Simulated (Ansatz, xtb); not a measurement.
Two conformers of ClH6N3Si

Structure X is `NN[Si@H](N)Cl`, a singlet and structure Y is `NN[Si@H](N)Cl`, a singlet. Both are isolated molecules in the gas phase, relaxed with PBE0-D4/def2-SVP.

X (Å):

```xyz
11

Cl    1.0931   -1.6782    1.9966
N    -0.8856   -0.0911   -1.5535
N    -0.3030   -0.8050   -0.4998
N     1.2831    1.2190    0.5873
Si    0.2363   -0.0851    0.9614
H    -1.7597    0.3444   -1.2575
H    -0.2612    0.6564   -1.8527
H    -0.2793   -1.8063   -0.6525
H    -0.8069    0.5011    1.8487
H     1.4158    1.9692    1.2563
H     2.1199    1.0622    0.0353
```

Y (Å):

```yaml
atoms:
  - { symbol: Cl, position_ang: [2.3298, -1.5499, 0.4797] }
  - { symbol: N, position_ang: [-0.1712, -0.6392, -2.1344] }
  - { symbol: N, position_ang: [-0.2953, -1.7654, -1.3055] }
  - { symbol: N, position_ang: [-0.3678, -0.4887, 1.1728] }
  - { symbol: Si, position_ang: [0.2668, -1.8290, 0.3102] }
  - { symbol: H, position_ang: [-0.6882, 0.1345, -1.7198] }
  - { symbol: H, position_ang: [0.8061, -0.3460, -2.1820] }
  - { symbol: H, position_ang: [-0.5131, -2.6084, -1.8253] }
  - { symbol: H, position_ang: [-0.0294, -3.2079, 0.7883] }
  - { symbol: H, position_ang: [-1.3681, -0.3896, 1.3038] }
  - { symbol: H, position_ang: [0.1606, -0.0716, 1.9297] }
```

Energies in hartree; the thermal terms are from PBE0-D4/def2-SVP harmonic frequencies (ideal gas, rigid rotor, one conformer each, 298.15 K, 1 atm) and include the zero-point energy:

```
                              X           Y
E, CCSD(T)/def2-SVP  −915.790368  −915.791203
    E, MP2/def2-SVP  −915.719964  −915.720739
  E, MP2/def2-TZVPP  −916.401672  −916.402457
  zero-point energy     0.081380     0.081380
       H(298 K) − E     0.089934     0.089920
       G(298 K) − E     0.049553     0.049531
```

Problem. Correct the CCSD(T) difference for the basis set by the MP2 change, then work out ΔE, ΔE₀, ΔH and ΔG for X → Y in kcal/mol (1 Eh = 627.51 kcal/mol) and the equilibrium ratio [Y]/[X].

Solution. 1. Differences Y − X: CCSD(T) −0.000835, MP2 in the small set −0.000775, MP2 in the large set −0.000785 Eh.
2. ΔE = −0.000835 + (−0.000785 − (−0.000775)) = −0.000845 Eh = −0.53 kcal/mol.
3. ΔE₀ = ΔE + ΔZPE = −0.000845 + (0.000000) Eh = −0.53 kcal/mol.
4. ΔH = ΔE + (−0.000014) Eh = −0.54 kcal/mol.
5. ΔG = ΔE + (−0.000022) Eh = −0.54 kcal/mol, so ΔS = (ΔH − ΔG)/T = +0.1 J/(mol K).
6. kT = 0.9442 mEh, so K = [Y]/[X] = exp(−ΔG/kT) = exp(+0.92) ≈ 2.5.

The two are too close for this level to say which is favoured. An error of 1 kcal/mol in ΔG would change K by a factor of 5.4. Mirror images and further conformers aren't counted.

Other levels gave ΔE = −0.4 (PBE0-D4/def2-SVP); −0.3 (HF/def2-SVP); −0.5 (MP2/def2-SVP); −0.5 (CCSD(T)/def2-SVP) kcal/mol. The correlated steps freeze 13 core orbitals. Programs: Ansatz 0.2.0.
